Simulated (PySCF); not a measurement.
## Electron correlation in F²⁺ (fluorine, charge +2)

[He] 2s2 2p3, high-spin 4S determinant. Calculation: PySCF 2.14, in aug-cc-pVDZ; the non-relativistic Hamiltonian (point nucleus). Frozen: 1s2; 5 electrons correlated.

MP2 pair energies summed by pair of shells (mhartree):

| pair | energy | share (%) |
| --- | --- | --- |
| 2s-2p | -47.76 | 67.8 |
| 2p-2p | -15.60 | 22.2 |
| 2s-2s | -7.05 | 10.0 |

Total MP2 correlation energy: -70.41 mhartree.

Same-spin part -17.94 and opposite-spin part -52.48 mhartree; SCS-MP2 scales them by 1/3 and 6/5 to -68.95 mhartree.

| level | correlation energy (mhartree) |
| --- | --- |
| CCSD | -84.90 |
| (T) | -0.51 |
| CCSD(T) | -85.41 |

Diagnostics: T1 = 0.0031, D1 = 0.0044, largest double amplitude 0.027.

Cost of the coupled-cluster step: 0.15 s of wall time on 1 thread of Neoverse-V1 (shared host), for 5 correlated electrons.

Iterations:

```
CC2 = 0
CCSD nocc = (np.int64(4), np.int64(1)), nmo = (22, 22)
frozen orbitals [[0], [0]]
max_cycle = 100
direct = 0
conv_tol = 1e-08
conv_tol_normt = 1e-06
diis_space = 8
diis_start_cycle = 0
Init t2, MP2 energy = -0.0704132037735361
Init E_corr(UCCSD) = -0.0704132037745867
cycle = 1  E_corr(UCCSD) = -0.0817289984389042  dE = -0.0113157947  norm(t1,t2) = 0.0215769
cycle = 2  E_corr(UCCSD) = -0.0840306935802162  dE = -0.00230169514  norm(t1,t2) = 0.0065151
cycle = 3  E_corr(UCCSD) = -0.0849289092974915  dE = -0.000898215717  norm(t1,t2) = 0.00233472
cycle = 4  E_corr(UCCSD) = -0.0848960766738042  dE = 3.28326237e-05  norm(t1,t2) = 0.000282774
cycle = 5  E_corr(UCCSD) = -0.0848998341683981  dE = -3.75749459e-06  norm(t1,t2) = 5.85507e-05
cycle = 6  E_corr(UCCSD) = -0.0848997726106988  dE = 6.15576994e-08  norm(t1,t2) = 3.41824e-06
cycle = 7  E_corr(UCCSD) = -0.0848998204406757  dE = -4.7829977e-08  norm(t1,t2) = 2.69033e-07
cycle = 8  E_corr(UCCSD) = -0.0848998191820857  dE = 1.25859009e-09  norm(t1,t2) = 5.0497e-08
UCCSD converged
E(UCCSD) = -97.66088032430821  E_corr = -0.08489981918208565
UCCSD(T) correction = -0.000512088924037517
```
